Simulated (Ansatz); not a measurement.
A nudged elastic band was laid between two geometries of GaH5O3S (10 atoms, charge 0, multiplicity 1).

Method: Ansatz, RKS B3LYP/def2-SVP.

```json
{
  "movable images": "9",
  "climbing image": "yes",
  "spring": "5.0 eV/Å²",
  "optimiser": "quadratic models (default)",
  "start path": "through a guess of the saddle point",
  "force threshold": "0.05 eV/Å",
  "iteration limit": "32",
  "end points": "relaxed"
}
```

Image 0:

```xyz
10
Properties=species:S:1:pos:R:3
Ga -0.087 -0.169 -0.454
S 1.865 0.697 -1.160
O -0.775 -1.704 -1.084
O -1.300 0.986 0.268
H 1.237 -0.055 1.776
O 0.399 -0.515 1.606
H 1.389 1.960 -1.060
H -0.215 -2.161 -1.724
H -2.203 0.857 -0.048
H -0.311 0.104 1.880
```

Image 10:

```xyz
10
Properties=species:S:1:pos:R:3
Ga -0.482 -0.368 -0.036
S 1.861 0.834 -0.707
O -0.787 -1.581 -1.324
O -1.449 1.153 -0.048
H 2.114 0.587 0.602
O 0.257 -0.853 1.545
H 1.223 1.999 -0.440
H -0.423 -2.449 -1.106
H -2.074 1.185 -0.784
H -0.240 -0.507 2.298
```

Question: What changes between the two ends?

Answer: Bonds broken: H5–O6. Bonds formed: S2–H5.

Question: What energy profile does the band end with?

Answer: The forces met the threshold. The highest image is number 6 of 0 to 10, 81.0 kJ/mol above the first end and 16.8 kJ/mol above the last; the last end lies 64.2 kJ/mol above the first. A vibrational analysis at the climbing image gives one clearly imaginary mode, 743i cm⁻¹: a first-order saddle point. The orbitals stay closed-shell, which can raise the energy where a bond breaks towards radicals; this wasn't checked here.

```tsv
image	path coordinate (Å)	energy (kJ/mol)	H5–O6 (Å)	S2–H5 (Å)
0	0.00	0.0	0.97	3.10
1	0.36	1.0	0.97	2.91
2	0.73	3.4	0.98	2.73
3	1.09	7.3	0.98	2.55
4	1.45	14.8	0.99	2.28
5	1.81	43.9	1.07	1.90
6	2.18	81.0	1.40	1.54
7	2.47	72.4	1.73	1.40
8	2.77	66.4	2.04	1.37
9	3.07	64.5	2.32	1.36
10	3.36	64.2	2.53	1.36
```

Question: What is the geometry of the highest image?

Answer: 
```xyz
10
Properties=species:S:1:pos:R:3
Ga -0.420 -0.259 -0.222
S 1.852 0.748 -0.667
O -0.863 -1.665 -1.239
O -1.579 1.092 0.006
H 1.518 0.187 0.723
O 0.541 -0.560 1.396
H 1.359 1.978 -0.385
H -0.249 -2.407 -1.177
H -2.299 1.089 -0.638
H 0.141 -0.202 2.203
```

Question: What are the harmonic wavenumbers there?

Answer: 743i, 98, 143, 165, 185, 196, 247, 258, 332, 436, 517, 579, 586, 675, 720, 792, 816, 830, 1241, 1449, 2671, 3809, 3849, 3855 cm⁻¹.

Time of the run: 9.4 min on 2 threads of Intel(R) Xeon(R) Platinum 8259CL CPU @ 2.50GHz (Skylake/Cascade Lake), on a shared host, peak memory 0.35 GiB.
